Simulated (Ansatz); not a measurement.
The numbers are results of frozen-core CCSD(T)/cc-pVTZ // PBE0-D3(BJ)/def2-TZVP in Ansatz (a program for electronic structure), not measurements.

Ansatz 0.2 input:
```yaml
crystal:
  periodic: [false, false, false]
  atoms:
    - { symbol: O, position_ang: [-0.657466, 1.314482, -0.284609] }
    - { symbol: Si, position_ang: [-0.059165, 0.017961, 0.538079] }
    - { symbol: O, position_ang: [1.477634, -0.194077, -0.000935] }
    - { symbol: O, position_ang: [-0.847541, -1.386581, 0.24231] }
    - { symbol: H, position_ang: [-1.504244, 1.660397, 0.003569] }
    - { symbol: H, position_ang: [1.985731, 0.601958, -0.170127] }
    - { symbol: H, position_ang: [-0.39495, -2.014138, -0.32829] }
basis:
  gaussian: { orbitals: cc-pVTZ }
correlation:
  method: ccsd_t
magnetization:
  spin_polarized: true
  initial_magnetization: 1
```

Output:

```
Functional definition: HF
988 factors; integrals over basis functions are off by at most 1.0e-3 eV
mean field evaluation 1: about -14021.7310 eV, gradient 3.8e1 eV
mean field evaluation 2: about -14021.7489 eV, gradient 3.8e1 eV
mean field evaluation 4: about -14027.1286 eV, gradient 2.7e0 eV
mean field evaluation 8: about -14027.2338 eV, gradient 1.9e-1 eV
mean field evaluation 16: about -14027.1965 eV, gradient 7.6e-1 eV
mean field -14027.23438539 eV, -515.4913556621 hartree, gradient 2.2e-6 eV, S^2 0.753160; 0 other end points of the search recorded, 0 dependent functions left out
8 core orbitals not correlated
reference -14027.23438539 eV, -515.4913556621 hartree; 13, 12 occupied and 145, 146 virtual orbitals, 988 factors
second order -22.30319761 eV of doubles, -0.00000000 eV of singles
cycle   1  -22.01151649 eV  change    2.9e-1 eV  update   9.3e-2
cycle   2  -22.47458741 eV  change   -4.6e-1 eV  update   2.7e-2
cycle   3  -22.58428448 eV  change   -1.1e-1 eV  update   1.6e-2
cycle   4  -22.57014251 eV  change    1.4e-2 eV  update   4.6e-3
cycle   5  -22.56797335 eV  change    2.2e-3 eV  update   2.5e-3
cycle   6  -22.56913521 eV  change   -1.2e-3 eV  update   8.0e-4
cycle   7  -22.56908001 eV  change    5.5e-5 eV  update   3.3e-4
cycle   8  -22.56911542 eV  change   -3.5e-5 eV  update   1.1e-4
cycle   9  -22.56913987 eV  change   -2.4e-5 eV  update   4.5e-5
cycle  10  -22.56912343 eV  change    1.6e-5 eV  update   1.6e-5
perturbative correction -0.80049963 eV, -0.0294178189 hartree
Total energy: -14050.60400844 eV, -516.3501734689 hartree
```

Cost: around 100 core-seconds (rough).
